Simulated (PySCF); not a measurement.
Input for PySCF: R-MP2/6-31G* on H2O (SMILES O) with ghost functions.

```python
from pyscf import gto, scf, dft, mp
from pyscf.data.elements import chemcore

mol = gto.M(
    atom='''
    O     0.68714879    0.14477863    0.20756427
    H     0.35833907   -0.31763342   -0.57005566
    H    -0.07470795    0.59903684    0.61143557
    ghost-O   -0.90497434    0.69444666    2.43326246
    ghost-C   -0.25132224   -0.04032354    3.13803508
    ghost-O    0.78768454   -0.76478104    2.75242524
    ghost-H   -0.45821503   -0.18843786    4.20525558
    ghost-H    0.94295542   -0.60523084    1.78443835
    ''',
    basis='6-31g*',
    cart=True,
    charge=0, spin=0, verbose=3, max_memory=1800)
mf = scf.RHF(mol)
mf.conv_tol = 1e-8
mf.max_cycle = 100
mf.kernel()
if not mf.converged:
    mf = mf.newton().run(mf.mo_coeff, mf.mo_occ)
pt = mp.MP2(mf, frozen=chemcore(mol)).run()
```

The log:

```
converged SCF energy = -76.0115754036838
E(RMP2) = -76.2003793509274  E_corr = -0.188803947243591
E(SCS-RMP2) = -76.1962560327541  E_corr = -0.184680629070275
```

The run converged.

Cost: around 0.6 core-seconds (rough).
